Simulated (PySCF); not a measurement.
Compound: C₃H₅BrGe.
Numbering: `[CH3:1][C:2]#[C:3][GeH2:4][Br:5]` (hydrogens: H6, H7, H8 on C1; H9, H10 on Ge4)

Method: PBE0-D3(BJ)/def2-SVP geometry optimisation, gas phase (PySCF 2.14.0).

Question: What internal coordinates does the optimisation give?

Answer: 
```json
{"bond": "C1–C2", "length (Å)": "1.450", "order": "single"}
{"bond": "C2≡C3", "length (Å)": "1.218", "order": "triple"}
{"bond": "C3–Ge4", "length (Å)": "1.882", "order": "single"}
{"bond": "Ge4–Br5", "length (Å)": "2.314", "order": "single"}
{"bond": "C1–H6, C1–H7, C1–H8", "length (Å)": "1.101", "order": "single"}
{"bond": "Ge4–H9, Ge4–H10", "length (Å)": "1.533", "order": "single"}
```

Bonds in one row agree within 0.01 Å and their mean is given. Orders are formal, as drawn. A selection of angles:
```json
{"angle": "C2–C1–H6", "degrees": "110.6"}
{"angle": "H6–C1–H7", "degrees": "108.0"}
{"angle": "C1–C2–C3", "degrees": "179.6"}
{"angle": "C2–C3–Ge4", "degrees": "177.5"}
{"angle": "C3–Ge4–Br5", "degrees": "107.8"}
{"angle": "C3–Ge4–H9", "degrees": "111.4"}
{"angle": "Br5–Ge4–H9", "degrees": "106.9"}
{"angle": "H9–Ge4–H10", "degrees": "112.4"}
```

Ge4 (germanium bonded to Br, C and 2 H) is tetrahedral (angles from 106.9° to 112.4°). The C–C distances run from 1.218 Å (C2≡C3, drawn triple) to 1.450 Å (C1–C2, drawn single), a spread of 0.232 Å. The 5 heavy atoms lie in one plane (0.007 Å rms).

No PBE0-D3(BJ)/def2-SVP frequencies stand behind this structure, so it isn't proved a minimum.
